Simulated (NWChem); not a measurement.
C2H5FOSi; SMILES O=CC[SiH2]F

```xyz
10

O      0.2734    -2.3649     0.5288
C      0.3778    -1.5338    -0.3474
C     -0.6690    -0.4986    -0.6618
Si    -0.4128     1.1131     0.3016
F      0.9597     1.8167    -0.1840
H      1.2998    -1.4752    -0.9673
H     -0.6772    -0.2635    -1.7337
H     -1.6551    -0.8808    -0.3667
H     -0.3176     0.8303     1.7529
H     -1.5441     2.0292     0.0093
```
Atoms are numbered in this order, from 1.

Results from NWChem. STO-3G and 3-21G are far too small for this property and stand as cheap habits. Coordinates come from a B3LYP/6-31G* (spherical d) optimisation. GIAO values for the isolated, static molecule; σ is the absolute isotropic shielding, δ = σ(reference) − σ with the isolated reference molecule computed at the same levels (13C: tetramethylsilane, 19F: trichlorofluoromethane, 1H: tetramethylsilane, 29Si: tetramethylsilane).

Estimate the computed values for Hartree-Fock/STO-3G. Quantities: δ C2 (ppm); δ C3 (ppm); δ Si4 (ppm); δ F5 (ppm); δ H7 (ppm); δ H9 (ppm); δ H10 (ppm).


| Quantity | Result |
|---|---|
| δ C2 (ppm) | 151.2 |
| δ C3 (ppm) | 18.4 |
| δ Si4 (ppm) | -24.8 |
| δ F5 (ppm) | -216.8 |
| δ H7 (ppm) | 1.90 |
| δ H9 (ppm) | 2.08 |
| δ H10 (ppm) | 2.36 |
